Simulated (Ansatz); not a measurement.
Geometry optimisation, Ansatz 0.2.0, RHF/def2-SVP.

Input:

```yaml
crystal:
  periodic: [false, false, false]
  atoms:
    - { symbol: Ge, position_ang: [0.0, 0.0, 0.0] }
    - { symbol: O, position_ang: [0.0, 0.0, 2.12] }
    - { symbol: H, position_ang: [-0.9095, -0.2814, 2.4571] }
    - { symbol: Cl, position_ang: [2.0935, 0.0, -0.7393] }
    - { symbol: Cl, position_ang: [-1.0456, 1.8115, -0.7393] }
    - { symbol: Cl, position_ang: [-1.0456, -1.8115, -0.7393] }
    - { symbol: Si, position_ang: [1.3622, -2.0686, 0.823] }
    - { symbol: H, position_ang: [0.5435, -3.2713, 0.7008] }
    - { symbol: H, position_ang: [2.5654, -2.215, 0.0091] }
    - { symbol: H, position_ang: [1.7408, -1.8783, 2.2202] }
    - { symbol: H, position_ang: [0.69, -1.0478, 1.9692] }
basis:
  gaussian: { orbitals: def2-SVP }
hamiltonian:
  xc: hf
relax:
  f_tol: 0.15
  max_steps: 25
  restrain:
    - { distance: [0, 6], at: 2.31, k: 30.0 }
    - { distance: [10, 1], at: 1.01, k: 30.0 }
    - { distance: [0, 1], at: 2.97, k: 30.0 }
    - { distance: [10, 6], at: 2.66, k: 30.0 }
```

Run as:

```bash
$ ansatz run input.yaml --threads 4 --pin off --max-ram 5120MiB --backend cpu --events-out ev --progress --plain --runs-dir out
```

**Question.** Where does it end, and by what steps?

**Answer.** The forces met the threshold. The restraints hold the end off the free minimum; the threshold counts their pulls, which the force column leaves out. Restrained pairs: Ge1–Si7 (2.61 → 2.34 Å), O2–H11 (1.26 → 0.97 Å), Ge1–O2 (2.12 → 2.97 Å), Si7–H11 (1.68 → 2.67 Å). After 23 steps the energy has fallen by 6.889 eV (the restraints' own energy left out); Cl4 moved furthest, 1.62 Å.

```json
{"step": "0", "energy less start (eV)": "0.0000", "largest force component (eV/Å)": "3.613", "accepted": "yes"}
{"step": "1", "energy less start (eV)": "-1.3610", "largest force component (eV/Å)": "4.373", "accepted": "yes"}
{"step": "2", "energy less start (eV)": "-2.2858", "largest force component (eV/Å)": "4.518", "accepted": "yes"}
{"step": "3", "energy less start (eV)": "-3.4584", "largest force component (eV/Å)": "4.488", "accepted": "yes"}
{"step": "4", "energy less start (eV)": "-4.8042", "largest force component (eV/Å)": "2.583", "accepted": "yes"}
{"step": "5", "energy less start (eV)": "-5.4812", "largest force component (eV/Å)": "2.592", "accepted": "yes"}
{"step": "6", "energy less start (eV)": "-5.8315", "largest force component (eV/Å)": "2.363", "accepted": "yes"}
{"step": "7", "energy less start (eV)": "-6.1686", "largest force component (eV/Å)": "1.696", "accepted": "yes"}
{"step": "8", "energy less start (eV)": "-6.4033", "largest force component (eV/Å)": "1.625", "accepted": "yes"}
{"step": "9", "energy less start (eV)": "-6.5164", "largest force component (eV/Å)": "1.486", "accepted": "yes"}
{"step": "10", "energy less start (eV)": "-6.6151", "largest force component (eV/Å)": "2.341", "accepted": "yes"}
{"step": "11", "energy less start (eV)": "-6.6960", "largest force component (eV/Å)": "1.663", "accepted": "yes"}
{"step": "12", "energy less start (eV)": "-6.7289", "largest force component (eV/Å)": "1.415", "accepted": "yes"}
{"step": "13", "energy less start (eV)": "-6.7474", "largest force component (eV/Å)": "1.295", "accepted": "yes"}
{"step": "14", "energy less start (eV)": "-6.7225", "largest force component (eV/Å)": "2.088", "accepted": "no"}
{"step": "15", "energy less start (eV)": "-6.7628", "largest force component (eV/Å)": "1.178", "accepted": "yes"}
{"step": "16", "energy less start (eV)": "-6.7698", "largest force component (eV/Å)": "1.253", "accepted": "yes"}
{"step": "17", "energy less start (eV)": "-6.7920", "largest force component (eV/Å)": "1.220", "accepted": "yes"}
{"step": "18", "energy less start (eV)": "-6.8148", "largest force component (eV/Å)": "1.416", "accepted": "yes"}
{"step": "19", "energy less start (eV)": "-6.8558", "largest force component (eV/Å)": "1.170", "accepted": "yes"}
{"step": "20", "energy less start (eV)": "-6.8869", "largest force component (eV/Å)": "1.112", "accepted": "yes"}
{"step": "21", "energy less start (eV)": "-6.5787", "largest force component (eV/Å)": "4.690", "accepted": "no"}
{"step": "22", "energy less start (eV)": "-6.8585", "largest force component (eV/Å)": "2.281", "accepted": "no"}
{"step": "23", "energy less start (eV)": "-6.8893", "largest force component (eV/Å)": "1.144", "accepted": "yes"}
```

```xyz
11
Properties=species:S:1:pos:R:3
Ge 0.483 -0.400 -0.558
O -0.719 -0.798 2.131
H -0.942 -0.110 2.739
Cl 1.721 -0.113 -2.313
Cl 0.070 1.600 0.129
Cl -1.365 -1.233 -1.293
Si 1.600 -1.808 0.937
H 0.703 -2.870 1.436
H 2.693 -2.454 0.174
H 2.181 -1.019 2.042
H -0.431 -1.557 2.656
```

The run took 57 s on 4 threads of Arm Neoverse V2, with other jobs on the host, peak memory 0.42 GiB.
